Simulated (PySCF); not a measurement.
**Rh⁺: excitation energy**

Rh⁺ [Kr] 4d8 (3F) → Rh⁺ [Kr] 4d7 5s1 (5F), as a difference of total energies. Computed with PySCF 2.14 in aug-cc-pwCVTZ-PP with ECP28MDF, with scalar relativity through the core potential. Correlated levels: valence: 4s2 4p6 frozen; valence and next inner shell: nothing frozen outside the core potential. The calculations carry no spin-orbit coupling.

```
                                method  excitation energy (eV)  error (eV)
                                   UHF                   1.277      -0.849
                                   LDA                   1.870      -0.256
                                   PBE                   1.858      -0.268
                                  PBE0                   1.902      -0.224
                                r2SCAN                   1.686      -0.440
                               wB97M-V                   2.238      +0.112
                                   M06                   2.165      +0.039
                                B2PLYP                   2.029      -0.097
                         MP2 (valence)                   2.156      +0.030
                     SCS-MP2 (valence)                   2.494      +0.368
    MP2 (valence and next inner shell)                   1.949      -0.177
SCS-MP2 (valence and next inner shell)                   2.149      +0.023
```

Reference: 2.126 eV (measured; NIST levels, between the centres of gravity of the two terms).

Errors of the correlated levels include the incompleteness of this basis and the frozen core.
